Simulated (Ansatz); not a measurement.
Consider the formal exchange of groups at a C–O bond: `OCB(F)Br` + CH₄ → `CCB(F)Br` + H₂O.

Calculated with Ansatz (gas phase, PBE0-D4/def2-TZVP geometries, no zero-point term in ΔE). CCSD(T)/CBS is the MP2 limit (def2-TZVPP, def2-QZVPP) plus CCSD(T) − MP2 in def2-TZVPP, frozen cores. This one scheme is used for every species. DFT in def2-TZVPP. B3LYP here is the variant with VWN-RPA as its local correlation; programs differ in this. For Br outer-core shells are correlated without core-valence functions, which leaves a few kJ/mol of doubt a bond. Scalar relativity is left out up to krypton. Each species was taken in one conformer, which may not be the lowest.

```json
{"level": "PBE0-D4", "ΔE (kcal/mol)": "-11.5"}
{"level": "B3LYP", "ΔE (kcal/mol)": "-9.9"}
```

(1) What does CCSD(T)/CBS give? (Estimate.)

Largest T1 diagnostic among the species: 0.011.

## Answers

(1) Ansatz gave: -13.5 kcal/mol. The listed levels differ from it by 2.0, 3.6 kcal/mol.

From PBE to PBE0 (25 % exact exchange), in def2-TZVPP and without D4, ΔE moves by −1.3 kcal/mol. In def2-TZVPP, CCSD(T) changes the Hartree–Fock value by −1.3 kcal/mol (the triples alone add +0.1 kcal/mol) and MP2 by −2.7 kcal/mol.
